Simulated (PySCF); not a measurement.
2,3-dihydrothiophene (C4H6S), SMILES C1C=CSC1. Geometry optimised at PBE0-D3(BJ)/def2-SVP. The values are those of a single conformer.

The numbers are results of PBE0-D3(BJ)/def2-SVP (PySCF 2.14.0), not measurements.

Harmonic wavenumbers (cm⁻¹): 165, 413, 508, 661, 689, 705, 805, 858, 932, 941, 993, 1029, 1104, 1137, 1198, 1264, 1314, 1344, 1440, 1459, 1676, 3028, 3082, 3111, 3167, 3224, 3252. Rotational constants (GHz): 6.884, 4.683, 2.939; symmetry number 1.

Problem. Work out the zero-point energy and the ideal-gas rigid-rotor harmonic-oscillator thermochemistry at 298.15 K and 1 atm.

Solution. ZPE = ½ Σ hcν = ½ × 39502 cm⁻¹ = 236.27 kJ/mol. H − E(el) = 251.19 kJ/mol. Entropy in J/(mol K): translation 164.32, rotation 107.24, vibration 25.46, total 297.02. G − E(el) = 162.64 kJ/mol. Cp = 80.78 J/(mol K).
